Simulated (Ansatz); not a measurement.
Ge19H28, a nanocrystal cut from cubic germanium. The state is a singlet with charge 0. Geometry PBE-D4/def2-SVP.

Cartesian coordinates in Å:
```
Ge -3.043 -0.820 2.820
Ge -3.972 -1.043 -1.008
Ge 0.160 1.356 4.002
Ge -0.749 1.036 0.122
Ge 2.352 3.255 1.326
Ge 2.510 -0.788 1.496
Ge 1.397 3.027 -2.602
Ge -0.653 -2.937 0.330
Ge 1.567 -1.013 -2.383
Ge -1.724 0.907 -3.753
Ge -1.382 -0.453 4.578
Ge -2.090 -0.968 0.564
Ge -3.310 -0.913 -3.360
Ge 1.237 -2.845 1.887
Ge 1.089 1.192 1.737
Ge 0.141 0.966 -2.161
Ge 3.162 3.484 -0.970
Ge 3.415 -0.957 -0.774
Ge 0.312 -3.066 -1.919
H -3.863 -2.110 3.124
H -4.039 0.378 2.828
H -4.895 0.171 -0.690
H -4.804 -2.338 -0.761
H -0.611 2.707 4.093
H 1.323 1.413 5.038
H -1.660 2.297 0.271
H 1.403 4.452 1.634
H 3.547 3.340 2.323
H 3.683 -0.694 2.523
H 0.381 4.208 -2.569
H 2.001 2.971 -4.037
H -1.502 -4.217 0.610
H 2.137 -1.063 -3.836
H -2.488 2.260 -3.627
H -1.166 0.822 -5.206
H -2.114 -0.097 5.907
H -0.581 -1.763 4.818
H -4.578 -0.686 -4.236
H -2.672 -2.261 -3.796
H 0.754 -2.935 3.362
H 2.168 -4.065 1.611
H 4.350 2.509 -1.203
H 3.693 4.934 -1.183
H 4.390 0.214 -1.080
H 4.215 -2.290 -0.892
H -0.790 -3.304 -2.990
H 1.298 -4.272 -1.969
```

The 6-31G sets use Cartesian d functions. B3LYP takes the VWN-RPA correlation. Single mean-field runs in 6-31G, def2-SVP, def2-TZVP are fitted with def2-universal-jkfit.

Problem. Estimate the orbital energies around the gap (eV) in Ansatz with PBE-D4/def2-SVP, PBE-D4/def2-TZVP, r2SCAN-D4/def2-TZVP, B3LYP-D4/6-31G, PBE0-D4/def2-SVP.

Solution. 
```json
{"orbital": "HOMO−5", "PBE-D4/def2-SVP": "-6.57", "PBE-D4/def2-TZVP": "-6.60", "r2SCAN-D4/def2-TZVP": "-6.86", "B3LYP-D4/6-31G": "-7.30", "PBE0-D4/def2-SVP": "-7.56"}
{"orbital": "HOMO−4", "PBE-D4/def2-SVP": "-6.57", "PBE-D4/def2-TZVP": "-6.60", "r2SCAN-D4/def2-TZVP": "-6.86", "B3LYP-D4/6-31G": "-7.30", "PBE0-D4/def2-SVP": "-7.56"}
{"orbital": "HOMO−3", "PBE-D4/def2-SVP": "-6.42", "PBE-D4/def2-TZVP": "-6.46", "r2SCAN-D4/def2-TZVP": "-6.71", "B3LYP-D4/6-31G": "-7.15", "PBE0-D4/def2-SVP": "-7.42"}
{"orbital": "HOMO−2", "PBE-D4/def2-SVP": "-6.17", "PBE-D4/def2-TZVP": "-6.20", "r2SCAN-D4/def2-TZVP": "-6.43", "B3LYP-D4/6-31G": "-6.82", "PBE0-D4/def2-SVP": "-7.09"}
{"orbital": "HOMO−1", "PBE-D4/def2-SVP": "-5.97", "PBE-D4/def2-TZVP": "-6.00", "r2SCAN-D4/def2-TZVP": "-6.23", "B3LYP-D4/6-31G": "-6.62", "PBE0-D4/def2-SVP": "-6.89"}
{"orbital": "HOMO", "PBE-D4/def2-SVP": "-5.97", "PBE-D4/def2-TZVP": "-6.00", "r2SCAN-D4/def2-TZVP": "-6.23", "B3LYP-D4/6-31G": "-6.62", "PBE0-D4/def2-SVP": "-6.89"}
{"orbital": "LUMO", "PBE-D4/def2-SVP": "-1.87", "PBE-D4/def2-TZVP": "-1.95", "r2SCAN-D4/def2-TZVP": "-1.80", "B3LYP-D4/6-31G": "-1.22", "PBE0-D4/def2-SVP": "-1.18"}
{"orbital": "LUMO+1", "PBE-D4/def2-SVP": "-1.83", "PBE-D4/def2-TZVP": "-1.93", "r2SCAN-D4/def2-TZVP": "-1.77", "B3LYP-D4/6-31G": "-1.22", "PBE0-D4/def2-SVP": "-1.14"}
{"orbital": "LUMO+2", "PBE-D4/def2-SVP": "-1.83", "PBE-D4/def2-TZVP": "-1.93", "r2SCAN-D4/def2-TZVP": "-1.77", "B3LYP-D4/6-31G": "-1.18", "PBE0-D4/def2-SVP": "-1.14"}
{"orbital": "LUMO+3", "PBE-D4/def2-SVP": "-1.75", "PBE-D4/def2-TZVP": "-1.86", "r2SCAN-D4/def2-TZVP": "-1.70", "B3LYP-D4/6-31G": "-1.13", "PBE0-D4/def2-SVP": "-1.06"}
{"orbital": "LUMO+4", "PBE-D4/def2-SVP": "-1.50", "PBE-D4/def2-TZVP": "-1.60", "r2SCAN-D4/def2-TZVP": "-1.45", "B3LYP-D4/6-31G": "-0.85", "PBE0-D4/def2-SVP": "-0.82"}
{"orbital": "LUMO+5", "PBE-D4/def2-SVP": "-1.50", "PBE-D4/def2-TZVP": "-1.60", "r2SCAN-D4/def2-TZVP": "-1.45", "B3LYP-D4/6-31G": "-0.85", "PBE0-D4/def2-SVP": "-0.82"}
```
